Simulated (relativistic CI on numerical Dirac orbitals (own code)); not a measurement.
# Sc⁺: resonant inelastic scattering at the M2,3 edge

Computed with this model: Dirac-Coulomb-Breit CI, orbitals from a KLI potential per configuration, model QED (radiative potential, 1s self-energy scaled to tabulated hydrogen-like ionisation energies), valence Slater integrals scaled by 0.8, Kramers-Heisenberg scattering through one core-hole configuration in a parametric crystal field; configurations [Ar] 3d2 → [Ne] 3s2 3p5 3d3; 80 K; core-hole width 0.8 eV; summed over polarisations. Incident energies are the highest absorption maxima for each field (at most a few, so the weaker spin-orbit partner edge can be absent), on the computed scale of the free ion. Intensities are in per cent of the strongest line above 0.02 eV; levels within 1 cm⁻¹ are merged; final levels count from the ground level, the first row holds all elastic scattering, lines under 0.4 are left out and each table stops after 24 rows. The scale of the Slater integrals is a model choice and moves the terms in proportion. The configuration is assumed, with all valence electrons in the open shell; the free ion's ground configuration is another.

Field parameters in Wybourne normalisation: D3d B²₀ = −7Dσ, B⁴₀ = −14Dq − 21Dτ, B⁴₃ = −14√(10/7) Dq; D4h B²₀ = −7Ds, B⁴₀ = 21(Dq − Dt), B⁴₄ = 21√(5/14) Dq. The field is a parameter set, without covalency.

S is read from ⟨S²⟩ = S(S + 1).

D3d, 10Dq = 18150, Dσ = -960, Dτ = -320 cm⁻¹:

| Final level (eV) | Degeneracy | Irrep | S | 36.1 eV | 39.7 eV |
| --- | --- | --- | --- | --- | --- |
| 0.000 | 3 | A1+E | 1.00 | 231.1 | 328.7 |
| 0.573 | 2 | E | 1.00 | 14.5 | 72.5 |
| 0.576 | 2 | E | 1.00 | 14.1 | 74.6 |
| 0.579 | 2 | A1+A2 | 1.00 | 11.9 | 74.0 |
| 2.139 | 3 | A2+E | 1.00 | 43.6 | 24.4 |
| 2.342 | 2 | A1+A2 | 1.00 | 10.4 | 29.4 |
| 2.344 | 2 | E | 1.00 | 10.8 | 26.9 |
| 2.346 | 2 | E | 1.00 | 10.1 | 24.9 |
| 2.919 | 1 | A1 | 1.00 | 0.9 | 14.7 |
| 2.919 | 2 | E | 1.00 | 1.8 | 29.3 |
| 3.388 | 1 | A1 | 1.00 | 0.4 | 8.1 |
| 3.388 | 1 | A2 | 1.00 | 0.4 | 8.1 |
| 3.389 | 2 | E | 1.00 | 0.9 | 15.3 |
| 3.389 | 2 | E | 1.00 | 1.0 | 14.8 |
| 4.450 | 3 | A1+E | 1.00 | 0.4 | 100.0 |

D4h, 10Dq = 10000, Ds = 730, Dt = 930 cm⁻¹:

```
Final level (eV)  Degeneracy  Irrep     S  35 eV  38.8 eV  40.8 eV
           0.000           1     B1  1.00   93.7    229.1     60.5
           0.000           2      E  1.00    1.1      0.5      0.2
           0.057           1     B2  1.00   10.6      8.6      7.0
           0.058           1     B1  1.00    9.7      8.9      6.8
           0.060           2      E  1.00   21.2     19.9     14.4
           0.061           1     A1  1.00   10.3     10.6      6.9
           0.061           1     A2  1.00   10.6     10.1      6.8
           0.389           3   A1+E  1.00    7.0     48.2     28.0
           0.778           1     A1  0.05    0.1      0.7      0.1
           0.789           1     B2  0.99    1.4     24.9      3.7
           0.790           1     B1  1.00    1.3     25.3      3.4
           0.791           2      E  1.00    3.3     53.1      6.7
           0.792           1     A2  1.00    1.6     25.9      2.6
           0.792           1     A1  0.98    1.7     25.0      2.7
           0.865           1     B2  0.02    0.0      0.4      0.0
           1.241           3   B2+E  1.00   15.1     27.9     68.3
           1.656           1     A1  1.00    0.3     11.8     19.7
           1.657           5         1.00    1.7     58.7    100.0
           1.811           1     A1  1.00    0.5     21.4      8.1
           1.811           2      E  1.00    0.9     40.9     15.6
```

For the first field the strongest loss at the lowest incident energy is the level at 2.14 eV (S = 1.00, against 1.00 in the thermal ground state).
